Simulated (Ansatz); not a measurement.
Born–Oppenheimer molecular dynamics of C4H8OSi (14 atoms, charge 0, multiplicity 1). It starts from a relaxed structure.

Method: RKS PBE-D4/STO-3G in Ansatz.

- ensemble: NVT, Langevin thermostat
- time step: 0.5 fs
- steps asked: 166
- set temperature: 500 K
- friction: 0.01 /fs
- seed: 804935

First frame:

```xyz
14
Properties=species:S:1:pos:R:3
C 0.114 -2.785 -0.217
C 0.345 -1.458 -0.200
O 1.510 -0.658 -0.503
Si 0.092 0.308 -0.006
C -0.674 1.358 -1.361
C 0.249 1.159 1.661
H 0.889 -3.512 -0.502
H -0.870 -3.189 0.059
H -0.646 0.829 -2.328
H -0.135 2.314 -1.475
H -1.728 1.592 -1.131
H -0.746 1.373 2.089
H 0.789 2.117 1.568
H 0.797 0.522 2.374
```

What does the run give?

All steps were run.

```yaml
steps_done: 166
time_covered: 83 fs
mean_temperature_over_the_second_half: 320 K
spread_of_the_potential_energy_over_the_second_half: 8.4 meV per atom
mean_potential_energy_of_the_second_half_above_the_start: 36.8 meV per atom
```

The mean temperature of the second half is 36 % below the set value. A run of 0.083 ps of so small a system gives no equilibrium averages. Limits of this set-up: minimal basis.

What happens to the structure?

The same pairs are bonded in the first frame and the last. Pairs count as bonded within 1.25 times the sum of covalent radii (0.12 Å more for H–H). This is one draw of velocities; another would differ in detail.

How do temperature and energy run in time?


```csv
time (fs),T (K),potential energy less start (eV)
0.0,464,0.000
4.0,291,0.297
8.0,237,0.401
12.0,219,0.385
16.0,213,0.382
20.0,202,0.318
24.0,158,0.340
28.0,169,0.318
32.0,220,0.310
36.0,160,0.311
40.0,212,0.261
44.0,276,0.327
48.0,272,0.489
52.0,313,0.475
56.0,281,0.497
60.0,333,0.420
64.0,396,0.451
68.0,297,0.667
72.0,289,0.695
76.0,313,0.669
80.0,385,0.548
```

Time of the run: 4.6 min on 1 thread of Intel(R) Xeon(R) Platinum 8488C (Sapphire Rapids), with other jobs on the host, peak memory 0.1 GiB.
